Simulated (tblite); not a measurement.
Species: C3H12BNS.
Atom-mapped SMILES: `[BH3-:1][NH2+:2][CH2:3][CH2:4][CH2:5][SH:6]` (hydrogens: H7, H8, H9 on B1; H10, H11 on N2; H12, H13 on C3; H14, H15 on C4; H16, H17 on C5; H18 on S6)

Computed with GFN2-xTB (tblite), gas phase: L-BFGS steps from a force-field or distance-geometry start until the largest atomic force falls under 0.01 eV/Å.

Step 22: E = -542.5629 eV
```
atom  x, y, z in Å  |  force x, y, z in eV/Å
B1      1.6564    1.0656    0.4546   -0.034  -0.112  -0.091
N2      1.2171   -0.0553   -0.7055   -0.027   0.107   0.128
C3      0.4055   -1.2362   -0.3957    0.001   0.059  -0.001
C4     -0.9707   -0.8201    0.1255    0.034   0.010  -0.027
C5     -1.9264   -0.1834   -0.8759    0.099   0.012   0.003
S6     -1.3652    1.4573   -1.4926   -0.095  -0.099  -0.118
H7      2.6908    0.7187    0.9213    0.030  -0.099  -0.023
H8      0.8022    1.1442    1.2746   -0.126  -0.079   0.104
H9      1.7321    2.0768   -0.1649    0.148   0.119  -0.040
H10     0.6809    0.5126   -1.3587   -0.006   0.111  -0.151
H11     2.0909   -0.3225   -1.1407    0.052  -0.013  -0.023
H12     0.9079   -1.8270    0.3761    0.007   0.085   0.000
H13     0.3165   -1.8585   -1.2963   -0.113  -0.014   0.029
H14    -1.4668   -1.6982    0.5411    0.000  -0.003   0.056
H15    -0.7922   -0.0952    0.9189   -0.034  -0.092   0.198
H16    -2.8911   -0.0146   -0.3895    0.046  -0.093  -0.137
H17    -2.0615   -0.7996   -1.7673   -0.028   0.060   0.067
H18    -1.0352    1.9414   -0.3013    0.044   0.040   0.025
```

Step 23: E = -542.5710 eV
```
atom  x, y, z in Å  |  force x, y, z in eV/Å
B1      1.6575    1.0573    0.4522   -0.006  -0.021  -0.021
N2      1.2128   -0.0469   -0.7087    0.001   0.087   0.038
C3      0.4048   -1.2298   -0.3918   -0.014   0.071  -0.026
C4     -0.9746   -0.8157    0.1321    0.079  -0.043  -0.007
C5     -1.9296   -0.1853   -0.8783    0.129  -0.088   0.090
S6     -1.3659    1.4499   -1.4985   -0.086  -0.013  -0.030
H7      2.6914    0.7008    0.9211   -0.024  -0.082  -0.047
H8      0.8030    1.1406    1.2750   -0.094  -0.079   0.072
H9      1.7433    2.0760   -0.1589    0.146   0.077  -0.016
H10     0.6716    0.5209   -1.3639    0.061   0.028  -0.057
H11     2.0900   -0.3101   -1.1452   -0.058  -0.011   0.006
H12     0.9118   -1.8224    0.3798   -0.035   0.147  -0.082
H13     0.3113   -1.8483   -1.2974   -0.106  -0.008   0.113
H14    -1.4599   -1.7029    0.5506    0.001   0.112   0.000
H15    -0.8034   -0.0871    0.9286   -0.035  -0.169   0.093
H16    -2.8980   -0.0255   -0.3943    0.066  -0.065  -0.170
H17    -2.0537   -0.8033   -1.7711   -0.040   0.055   0.105
H18    -1.0211    1.9378   -0.3077    0.014   0.004  -0.059
```

Task: Estimate the geometry and energy of step 24. (The exact step hangs on the optimiser's Hessian estimate; all steps are aligned on step 23, rigid shifts and turns removed.)

Result: E = -542.5773 eV, largest force 0.228 eV/Å
```
atom  x, y, z in Å  |  force x, y, z in eV/Å
B1      1.6509    1.0505    0.4423    0.025   0.104   0.082
N2      1.2155   -0.0417   -0.7146   -0.054  -0.030   0.090
C3      0.4054   -1.2220   -0.3877   -0.019   0.070  -0.050
C4     -0.9763   -0.8157    0.1414    0.125  -0.074  -0.029
C5     -1.9259   -0.1809   -0.8714    0.109  -0.128   0.123
S6     -1.3578    1.4475   -1.4972   -0.116   0.018  -0.106
H7      2.6865    0.6919    0.9132   -0.059  -0.060  -0.054
H8      0.7947    1.1284    1.2685   -0.042  -0.060   0.024
H9      1.7419    2.0774   -0.1615    0.129   0.024   0.026
H10     0.6866    0.5130   -1.3883    0.006   0.075  -0.059
H11     2.0991   -0.3091   -1.1306   -0.002  -0.062  -0.048
H12     0.9170   -1.8158    0.3820   -0.054   0.180  -0.129
H13     0.3016   -1.8373   -1.2957   -0.081  -0.019   0.162
H14    -1.4514   -1.7159    0.5445   -0.039   0.127  -0.016
H15    -0.8228   -0.1010    0.9540    0.011  -0.153   0.040
H16    -2.8980   -0.0275   -0.3929    0.067  -0.029  -0.166
H17    -2.0455   -0.7956   -1.7665   -0.041   0.020   0.095
H18    -1.0301    1.9598   -0.3158    0.034  -0.004   0.016
```

The energy changes by -0.0063 eV. The first-order estimate −F·Δx gives -0.0115 eV and the mean of the old and new forces, exact on a quadratic surface, -0.0063 eV. The step makes an angle of 72° with the force vector and moves no atom by more than 0.035 Å.

What follows is the cost of the whole relaxation. Hardware: Arm Neoverse N1, one thread, on a shared host. Cost: 1.4 s of wall time.
